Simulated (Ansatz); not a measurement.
A short molecular-dynamics run on `C/N=[C]1/[BH][GaH]1`.

```yaml
crystal:
  periodic: [false, false, false]
  atoms:
    - {symbol: C, position_ang: [-1.730813, -0.283811, 0.448859]}
    - {symbol: N, position_ang: [-0.765240, 0.722843, 0.070736]}
    - {symbol: C, position_ang: [0.223536, 0.524510, -0.615893]}
    - {symbol: B, position_ang: [1.463364, 0.335063, -1.316713]}
    - {symbol: Ga, position_ang: [2.365916, 0.021299, 0.364392]}
    - {symbol: H, position_ang: [-1.404261, -1.294446, 0.180000]}
    - {symbol: H, position_ang: [-2.679647, -0.065683, -0.046933]}
    - {symbol: H, position_ang: [-1.905585, -0.225740, 1.524794]}
    - {symbol: H, position_ang: [1.747621, 0.366157, -2.465986]}
    - {symbol: H, position_ang: [2.768408, -0.151492, 1.859745]}
basis:
  gaussian: {orbitals: def2-SVP}
hamiltonian: {xc: {name: revPBE}, dispersion: d3bj}
md: {timestep: 0.5 fs, n_steps: 30, ensemble: nvt_langevin, temperature: 300, initial_velocities: maxwell_boltzmann, friction: 0.01, seed: 230}
```

```sh
$ ansatz run in.yaml --threads 4 --pin off --events-out ev --progress --plain --max-ram 10444MiB
```

```tsv
step	time (fs)	potential energy (eV)	kinetic (eV)	T (K)	conserved (eV)
0	0.0	-56683.4239	0.3490	270	–
1	0.5	-56683.4066	0.3274	253	–
2	1.0	-56683.3797	0.2875	222	–
3	1.5	-56683.3519	0.2523	195	–
4	2.0	-56683.3336	0.2381	184	–
5	2.5	-56683.3297	0.2413	187	–
6	3.0	-56683.3375	0.2494	193	–
7	3.5	-56683.3512	0.2635	204	–
8	4.0	-56683.3654	0.2656	205	–
9	4.5	-56683.3753	0.2894	224	–
10	5.0	-56683.3763	0.2964	229	–
11	5.5	-56683.3682	0.2757	213	–
12	6.0	-56683.3544	0.2445	189	–
13	6.5	-56683.3365	0.2308	179	–
14	7.0	-56683.3178	0.2232	173	–
15	7.5	-56683.3018	0.2102	163	–
16	8.0	-56683.2918	0.2077	161	–
17	8.5	-56683.2902	0.2199	170	–
18	9.0	-56683.2955	0.2461	190	–
19	9.5	-56683.3062	0.2617	202	–
20	10.0	-56683.3195	0.2740	212	–
21	10.5	-56683.3320	0.3070	238	–
22	11.0	-56683.3406	0.3087	239	–
23	11.5	-56683.3448	0.3056	236	–
24	12.0	-56683.3439	0.2926	226	–
25	12.5	-56683.3354	0.2826	219	–
26	13.0	-56683.3184	0.2660	206	–
27	13.5	-56683.2939	0.2554	198	–
28	14.0	-56683.2628	0.2295	178	–
29	14.5	-56683.2284	0.2151	166	–
30	15.0	-56683.1962	0.1700	132	–
```

Velocities are drawn at the set temperature; a run this short doesn't reach equilibrium.

Frames (Å, forces in eV/Å):

```xyz
10
time=0.0 fs
C    -1.731   -0.284    0.449    0.132    0.209   -0.001
N    -0.765    0.723    0.071   -1.181    0.392    0.803
C     0.224    0.525   -0.616    0.760    0.013   -0.645
B     1.463    0.335   -1.317    0.374   -0.051   -0.127
Ga    2.366    0.021    0.364    0.254   -0.068   -0.003
H    -1.404   -1.294    0.180    0.126   -0.559   -0.119
H    -2.680   -0.066   -0.047   -0.543    0.088   -0.238
H    -1.906   -0.226    1.525   -0.151   -0.003    0.585
H     1.748    0.366   -2.466    0.178    0.001   -0.529
H     2.768   -0.151    1.860    0.051   -0.022    0.275
10
time=0.5 fs
C    -1.732   -0.284    0.452    0.207    0.070   -0.478
N    -0.764    0.721    0.071   -1.043    0.379    0.673
C     0.228    0.527   -0.617    0.514    0.003   -0.475
B     1.465    0.333   -1.319    0.261   -0.053    0.358
Ga    2.365    0.022    0.364    0.278   -0.088    0.077
H    -1.408   -1.299    0.185    0.116   -0.451   -0.078
H    -2.684   -0.075   -0.047   -0.458    0.117   -0.198
H    -1.901   -0.221    1.518   -0.230    0.015    0.978
H     1.735    0.368   -2.451    0.328    0.016   -1.053
H     2.760   -0.164    1.866    0.029   -0.008    0.196
10
time=1.0 fs
C    -1.733   -0.283    0.456    0.232   -0.055   -0.893
N    -0.763    0.718    0.071   -0.885    0.364    0.531
C     0.232    0.529   -0.618    0.265   -0.007   -0.300
B     1.467    0.332   -1.321    0.151   -0.056    0.824
Ga    2.364    0.023    0.363    0.299   -0.108    0.153
H    -1.412   -1.304    0.190    0.105   -0.340   -0.037
H    -2.689   -0.082   -0.047   -0.339    0.135   -0.135
H    -1.898   -0.215    1.513   -0.298    0.027    1.290
H     1.722    0.369   -2.438    0.462    0.034   -1.550
H     2.753   -0.175    1.871    0.008    0.007    0.118
10
time=1.5 fs
C    -1.735   -0.283    0.460    0.193   -0.158   -1.205
N    -0.763    0.716    0.072   -0.713    0.347    0.379
C     0.236    0.530   -0.619   -0.001   -0.013   -0.113
B     1.469    0.330   -1.322    0.078   -0.061    1.191
Ga    2.364    0.023    0.363    0.317   -0.128    0.219
H    -1.417   -1.310    0.194    0.100   -0.238    0.003
H    -2.696   -0.090   -0.049   -0.184    0.147   -0.047
H    -1.895   -0.210    1.512   -0.348    0.033    1.476
H     1.711    0.371   -2.430    0.565    0.051   -1.955
H     2.745   -0.187    1.876   -0.009    0.021    0.051
10
time=2.0 fs
C    -1.736   -0.283    0.463    0.096   -0.241   -1.319
N    -0.762    0.713    0.073   -0.543    0.327    0.226
C     0.239    0.532   -0.620   -0.270   -0.019    0.077
B     1.471    0.329   -1.324    0.041   -0.064    1.421
Ga    2.363    0.024    0.362    0.336   -0.150    0.286
H    -1.422   -1.315    0.200    0.100   -0.144    0.037
H    -2.703   -0.097   -0.051   -0.003    0.158    0.055
H    -1.893   -0.204    1.515   -0.366    0.030    1.456
H     1.701    0.373   -2.425    0.633    0.066   -2.227
H     2.738   -0.198    1.880   -0.024    0.036   -0.012
10
time=2.5 fs
C    -1.737   -0.283    0.465   -0.044   -0.305   -1.240
N    -0.761    0.711    0.074   -0.389    0.308    0.086
C     0.243    0.533   -0.621   -0.511   -0.030    0.243
B     1.473    0.327   -1.325    0.035   -0.059    1.476
Ga    2.362    0.024    0.362    0.360   -0.174    0.369
H    -1.428   -1.320    0.205    0.108   -0.057    0.067
H    -2.711   -0.105   -0.053    0.184    0.175    0.164
H    -1.891   -0.200    1.524   -0.357    0.013    1.237
H     1.694    0.375   -2.425    0.656    0.076   -2.317
H     2.731   -0.210    1.885   -0.041    0.053   -0.086
10
time=3.0 fs
C    -1.738   -0.283    0.468   -0.204   -0.359   -1.056
N    -0.761    0.709    0.075   -0.253    0.292   -0.039
C     0.247    0.536   -0.621   -0.722   -0.047    0.385
B     1.475    0.325   -1.326    0.060   -0.045    1.345
Ga    2.362    0.025    0.361    0.384   -0.199    0.460
H    -1.434   -1.325    0.209    0.116    0.034    0.101
H    -2.719   -0.113   -0.055    0.371    0.192    0.278
H    -1.890   -0.195    1.535   -0.332   -0.017    0.905
H     1.689    0.378   -2.431    0.637    0.078   -2.213
H     2.724   -0.222    1.891   -0.058    0.071   -0.165
10
time=3.5 fs
C    -1.739   -0.283    0.470   -0.370   -0.391   -0.820
N    -0.760    0.707    0.076   -0.121    0.280   -0.157
C     0.250    0.538   -0.622   -0.920   -0.067    0.518
B     1.477    0.323   -1.327    0.115   -0.021    1.031
Ga    2.361    0.025    0.361    0.408   -0.227    0.558
H    -1.440   -1.330    0.213    0.128    0.108    0.130
H    -2.727   -0.119   -0.058    0.548    0.208    0.386
H    -1.890   -0.190    1.548   -0.299   -0.053    0.529
H     1.686    0.380   -2.441    0.584    0.072   -1.929
H     2.716   -0.234    1.897   -0.072    0.091   -0.246
10
time=4.0 fs
C    -1.740   -0.282    0.472   -0.507   -0.407   -0.530
N    -0.760    0.705    0.077    0.005    0.271   -0.264
C     0.253    0.540   -0.622   -1.100   -0.088    0.637
B     1.479    0.321   -1.327    0.187    0.013    0.580
Ga    2.361    0.026    0.360    0.433   -0.255    0.659
H    -1.446   -1.334    0.217    0.142    0.167    0.156
H    -2.734   -0.124   -0.060    0.677    0.225    0.468
H    -1.891   -0.185    1.561   -0.259   -0.094    0.127
H     1.684    0.384   -2.456    0.505    0.056   -1.509
H     2.707   -0.247    1.903   -0.084    0.111   -0.323
10
time=4.5 fs
C    -1.742   -0.282    0.474   -0.562   -0.421   -0.189
N    -0.760    0.704    0.078    0.088    0.262   -0.334
C     0.256    0.543   -0.622   -1.230   -0.113    0.718
B     1.481    0.320   -1.327    0.264    0.056    0.052
Ga    2.360    0.026    0.360    0.455   -0.282    0.747
H    -1.452   -1.338    0.221    0.157    0.218    0.176
H    -2.736   -0.128   -0.062    0.721    0.251    0.510
H    -1.893   -0.181    1.576   -0.215   -0.132   -0.290
H     1.684    0.388   -2.473    0.413    0.032   -1.005
H     2.697   -0.259    1.908   -0.091    0.129   -0.384
10
time=5.0 fs
C    -1.744   -0.282    0.476   -0.547   -0.443    0.141
N    -0.759    0.701    0.079    0.117    0.254   -0.358
C     0.258    0.545   -0.621   -1.293   -0.147    0.751
B     1.483    0.318   -1.326    0.332    0.106   -0.502
Ga    2.360    0.026    0.360    0.475   -0.308    0.825
H    -1.458   -1.341    0.225    0.176    0.262    0.191
H    -2.736   -0.132   -0.062    0.691    0.287    0.515
H    -1.896   -0.179    1.591   -0.173   -0.159   -0.663
H     1.684    0.392   -2.494    0.315    0.003   -0.468
H     2.687   -0.271    1.912   -0.094    0.145   -0.433
10
time=5.5 fs
C    -1.745   -0.282    0.478   -0.484   -0.456    0.392
N    -0.759    0.699    0.080    0.092    0.248   -0.342
C     0.260    0.547   -0.619   -1.281   -0.186    0.727
B     1.485    0.316   -1.326    0.374    0.159   -1.011
Ga    2.359    0.027    0.359    0.495   -0.333    0.897
H    -1.465   -1.344    0.230    0.201    0.285    0.203
H    -2.734   -0.135   -0.061    0.612    0.327    0.489
H    -1.898   -0.176    1.602   -0.139   -0.177   -0.920
H     1.685    0.396   -2.515    0.224   -0.027    0.040
H     2.677   -0.284    1.914   -0.093    0.161   -0.473
10
time=6.0 fs
C    -1.747   -0.282    0.481   -0.368   -0.437    0.578
N    -0.758    0.697    0.080    0.026    0.237   -0.300
C     0.261    0.549   -0.617   -1.218   -0.227    0.666
B     1.487    0.314   -1.326    0.394    0.211   -1.447
Ga    2.359    0.027    0.359    0.514   -0.357    0.962
H    -1.472   -1.345    0.235    0.235    0.272    0.203
H    -2.730   -0.138   -0.058    0.484    0.370    0.428
H    -1.900   -0.174    1.610   -0.119   -0.187   -1.067
H     1.687    0.399   -2.535    0.144   -0.056    0.482
H     2.667   -0.296    1.916   -0.092    0.175   -0.505
10
time=6.5 fs
C    -1.749   -0.283    0.483   -0.186   -0.411    0.730
N    -0.757    0.695    0.080   -0.048    0.225   -0.250
C     0.263    0.551   -0.615   -1.142   -0.268    0.594
B     1.489    0.313   -1.325    0.406    0.257   -1.819
Ga    2.358    0.027    0.358    0.532   -0.379    1.021
H    -1.479   -1.347    0.241    0.274    0.244    0.195
H    -2.724   -0.139   -0.054    0.287    0.417    0.327
H    -1.902   -0.171    1.615   -0.108   -0.193   -1.129
H     1.691    0.402   -2.554    0.073   -0.081    0.864
H     2.657   -0.307    1.918   -0.089    0.188   -0.533
10
time=7.0 fs
C    -1.750   -0.284    0.485    0.046   -0.395    0.840
N    -0.755    0.693    0.080   -0.136    0.221   -0.184
C     0.264    0.553   -0.614   -1.025   -0.315    0.497
B     1.491    0.311   -1.325    0.398    0.301   -2.107
Ga    2.358    0.028    0.358    0.543   -0.395    1.063
H    -1.486   -1.348    0.247    0.311    0.211    0.179
H    -2.716   -0.139   -0.048    0.036    0.463    0.193
H    -1.903   -0.170    1.616   -0.105   -0.186   -1.107
H     1.694    0.404   -2.571    0.014   -0.102    1.173
H     2.647   -0.316    1.919   -0.083    0.197   -0.549
10
time=7.5 fs
C    -1.751   -0.284    0.488    0.294   -0.382    0.897
N    -0.754    0.690    0.081   -0.234    0.228   -0.100
C     0.264    0.555   -0.612   -0.866   -0.364    0.374
B     1.493    0.310   -1.325    0.363    0.343   -2.297
Ga    2.357    0.028    0.358    0.547   -0.407    1.080
H    -1.491   -1.349    0.253    0.338    0.167    0.157
H    -2.708   -0.137   -0.041   -0.232    0.499    0.041
H    -1.905   -0.169    1.614   -0.102   -0.168   -1.009
H     1.698    0.406   -2.585   -0.032   -0.119    1.406
H     2.636   -0.326    1.918   -0.075    0.204   -0.548
10
time=8.0 fs
C    -1.752   -0.285    0.491    0.547   -0.372    0.886
N    -0.753    0.687    0.081   -0.324    0.243   -0.012
C     0.265    0.556   -0.609   -0.688   -0.413    0.236
B     1.495    0.309   -1.326    0.305    0.380   -2.388
Ga    2.357    0.028    0.358    0.540   -0.412    1.063
H    -1.494   -1.349    0.259    0.343    0.127    0.135
H    -2.700   -0.131   -0.033   -0.491    0.517   -0.116
H    -1.908   -0.169    1.610   -0.100   -0.145   -0.841
H     1.702    0.408   -2.596   -0.068   -0.131    1.563
H     2.625   -0.336    1.916   -0.063    0.205   -0.526
10
time=8.5 fs
C    -1.753   -0.286    0.494    0.769   -0.360    0.776
N    -0.753    0.684    0.081   -0.427    0.261    0.090
C     0.265    0.558   -0.607   -0.474   -0.465    0.073
B     1.497    0.307   -1.327    0.217    0.413   -2.379
Ga    2.357    0.028    0.358    0.525   -0.409    1.015
H    -1.496   -1.349    0.264    0.326    0.100    0.115
H    -2.694   -0.123   -0.025   -0.696    0.515   -0.250
H    -1.912   -0.168    1.604   -0.102   -0.119   -0.601
H     1.705    0.410   -2.603   -0.091   -0.137    1.643
H     2.614   -0.344    1.912   -0.048    0.201   -0.481
10
time=9.0 fs
C    -1.755   -0.286    0.497    0.943   -0.356    0.548
N    -0.752    0.682    0.081   -0.545    0.275    0.201
C     0.265    0.560   -0.604   -0.239   -0.519   -0.104
B     1.500    0.306   -1.330    0.107    0.442   -2.285
Ga    2.357    0.029    0.359    0.504   -0.401    0.944
H    -1.496   -1.349    0.270    0.293    0.097    0.099
H    -2.692   -0.114   -0.018   -0.819    0.493   -0.347
H    -1.915   -0.167    1.597   -0.111   -0.086   -0.289
H     1.708    0.411   -2.605   -0.102   -0.137    1.654
H     2.601   -0.353    1.906   -0.031    0.193   -0.420
10
time=9.5 fs
C    -1.757   -0.287    0.501    1.065   -0.359    0.213
N    -0.751    0.679    0.082   -0.657    0.280    0.312
C     0.265    0.562   -0.602   -0.020   -0.571   -0.270
B     1.502    0.305   -1.332   -0.010    0.466   -2.116
Ga    2.356    0.029    0.359    0.474   -0.384    0.840
H    -1.496   -1.351    0.275    0.245    0.123    0.089
H    -2.691   -0.103   -0.010   -0.864    0.451   -0.406
H    -1.920   -0.166    1.588   -0.124   -0.048    0.078
H     1.710    0.413   -2.604   -0.098   -0.134    1.596
H     2.588   -0.360    1.899   -0.011    0.177   -0.337
10
time=10.0 fs
C    -1.759   -0.288    0.505    1.128   -0.329   -0.214
N    -0.751    0.677    0.082   -0.753    0.279    0.417
C     0.265    0.564   -0.599    0.175   -0.619   -0.422
B     1.504    0.305   -1.336   -0.127    0.479   -1.874
Ga    2.356    0.030    0.359    0.436   -0.358    0.708
H    -1.494   -1.352    0.279    0.190    0.141    0.079
H    -2.692   -0.090   -0.004   -0.831    0.383   -0.421
H    -1.924   -0.164    1.579   -0.145   -0.007    0.489
H     1.711    0.414   -2.598   -0.083   -0.124    1.472
H     2.575   -0.365    1.890    0.010    0.155   -0.233
10
time=10.5 fs
C    -1.760   -0.289    0.510    1.112   -0.246   -0.655
N    -0.750    0.675    0.083   -0.830    0.281    0.510
C     0.266    0.566   -0.597    0.351   -0.664   -0.565
B     1.506    0.304   -1.340   -0.246    0.481   -1.566
Ga    2.356    0.030    0.359    0.396   -0.327    0.562
H    -1.491   -1.352    0.285    0.131    0.134    0.064
H    -2.694   -0.076    0.001   -0.717    0.287   -0.394
H    -1.928   -0.161    1.571   -0.167    0.029    0.880
H     1.712    0.414   -2.590   -0.060   -0.105    1.286
H     2.562   -0.370    1.881    0.030    0.130   -0.122
10
time=11.0 fs
C    -1.761   -0.291    0.513    1.030   -0.137   -1.021
N    -0.750    0.672    0.083   -0.896    0.287    0.598
C     0.266    0.569   -0.594    0.523   -0.709   -0.710
B     1.508    0.304   -1.344   -0.371    0.479   -1.197
Ga    2.355    0.031    0.360    0.354   -0.292    0.400
H    -1.488   -1.351    0.291    0.074    0.120    0.045
H    -2.698   -0.062    0.006   -0.558    0.175   -0.346
H    -1.934   -0.157    1.565   -0.176    0.058    1.180
H     1.714    0.413   -2.580   -0.029   -0.081    1.048
H     2.548   -0.374    1.872    0.051    0.100    0.002
10
time=11.5 fs
C    -1.762   -0.292    0.517    0.901   -0.009   -1.289
N    -0.749    0.670    0.083   -0.968    0.293    0.692
C     0.267    0.571   -0.592    0.701   -0.752   -0.863
B     1.510    0.304   -1.349   -0.500    0.469   -0.765
Ga    2.355    0.031    0.360    0.311   -0.253    0.226
H    -1.485   -1.352    0.298    0.016    0.109    0.024
H    -2.703   -0.047    0.010   -0.371    0.050   -0.280
H    -1.939   -0.153    1.562   -0.172    0.077    1.370
H     1.716    0.412   -2.568    0.010   -0.051    0.751
H     2.535   -0.379    1.862    0.070    0.067    0.135
10
time=12.0 fs
C    -1.763   -0.293    0.519    0.742    0.162   -1.433
N    -0.749    0.668    0.084   -1.017    0.298    0.767
C     0.267    0.572   -0.589    0.849   -0.789   -0.995
B     1.512    0.304   -1.353   -0.634    0.451   -0.272
Ga    2.354    0.031    0.360    0.271   -0.213    0.061
H    -1.481   -1.351    0.305   -0.038    0.080    0.003
H    -2.708   -0.032    0.014   -0.173   -0.083   -0.209
H    -1.946   -0.148    1.562   -0.149    0.077    1.433
H     1.717    0.411   -2.554    0.064   -0.015    0.385
H     2.522   -0.383    1.853    0.087    0.034    0.260
10
time=12.5 fs
C    -1.764   -0.295    0.522    0.571    0.377   -1.445
N    -0.750    0.666    0.084   -1.012    0.304    0.806
C     0.268    0.574   -0.587    0.937   -0.823   -1.084
B     1.514    0.304   -1.358   -0.779    0.427    0.272
Ga    2.354    0.032    0.360    0.235   -0.176   -0.090
H    -1.477   -1.350    0.311   -0.083    0.015   -0.023
H    -2.713   -0.018    0.017    0.005   -0.212   -0.145
H    -1.952   -0.143    1.564   -0.109    0.059    1.377
H     1.718    0.410   -2.539    0.132    0.027   -0.045
H     2.509   -0.385    1.845    0.101    0.002    0.377
10
time=13.0 fs
C    -1.765   -0.296    0.524    0.384    0.624   -1.333
N    -0.751    0.664    0.084   -0.961    0.309    0.816
C     0.269    0.576   -0.585    0.969   -0.854   -1.136
B     1.516    0.304   -1.362   -0.921    0.397    0.844
Ga    2.354    0.032    0.360    0.203   -0.140   -0.228
H    -1.474   -1.348    0.317   -0.113   -0.070   -0.052
H    -2.718   -0.004    0.021    0.166   -0.336   -0.088
H    -1.960   -0.139    1.569   -0.048    0.025    1.208
H     1.718    0.408   -2.524    0.209    0.072   -0.513
H     2.496   -0.388    1.838    0.113   -0.028    0.483
10
time=13.5 fs
C    -1.766   -0.298    0.526    0.183    0.883   -1.110
N    -0.752    0.662    0.084   -0.873    0.308    0.805
C     0.271    0.578   -0.583    0.945   -0.881   -1.153
B     1.517    0.304   -1.366   -1.047    0.365    1.401
Ga    2.353    0.032    0.360    0.173   -0.109   -0.343
H    -1.473   -1.347    0.324   -0.135   -0.153   -0.085
H    -2.723    0.010    0.024    0.313   -0.458   -0.032
H    -1.968   -0.135    1.577    0.033   -0.020    0.928
H     1.718    0.406   -2.511    0.287    0.118   -0.978
H     2.484   -0.390    1.832    0.121   -0.052    0.568
10
time=14.0 fs
C    -1.768   -0.299    0.527   -0.014    1.115   -0.809
N    -0.753    0.660    0.085   -0.757    0.302    0.769
C     0.273    0.580   -0.582    0.871   -0.905   -1.137
B     1.519    0.304   -1.370   -1.161    0.334    1.917
Ga    2.353    0.032    0.359    0.148   -0.083   -0.436
H    -1.473   -1.347    0.330   -0.158   -0.206   -0.113
H    -2.728    0.022    0.027    0.455   -0.569    0.021
H    -1.977   -0.132    1.588    0.128   -0.075    0.566
H     1.718    0.404   -2.500    0.362    0.159   -1.412
H     2.471   -0.391    1.828    0.126   -0.072    0.633
10
time=14.5 fs
C    -1.770   -0.300    0.528   -0.166    1.291   -0.468
N    -0.754    0.659    0.085   -0.607    0.298    0.708
C     0.275    0.581   -0.580    0.753   -0.925   -1.088
B     1.520    0.305   -1.374   -1.254    0.307    2.346
Ga    2.352    0.032    0.359    0.127   -0.063   -0.506
H    -1.473   -1.348    0.335   -0.190   -0.219   -0.131
H    -2.732    0.034    0.031    0.551   -0.661    0.046
H    -1.986   -0.128    1.599    0.233   -0.136    0.185
H     1.717    0.403   -2.492    0.424    0.193   -1.770
H     2.459   -0.392    1.826    0.129   -0.086    0.677
10
time=15.0 fs
C    -1.771   -0.301    0.529   -0.266    1.411   -0.127
N    -0.755    0.657    0.086   -0.432    0.304    0.630
C     0.277    0.582   -0.579    0.602   -0.941   -1.018
B     1.521    0.305   -1.377   -1.315    0.289    2.646
Ga    2.352    0.033    0.359    0.109   -0.051   -0.541
H    -1.472   -1.349    0.341   -0.228   -0.208   -0.141
H    -2.735    0.044    0.036    0.599   -0.734    0.046
H    -1.995   -0.125    1.611    0.335   -0.194   -0.173
H     1.717    0.402   -2.488    0.466    0.216   -2.013
H     2.446   -0.392    1.825    0.130   -0.092    0.692
```

Hardware: 4 threads of a server CPU on a shared host. Wall time 35 s, peak host memory 0.19 GiB.
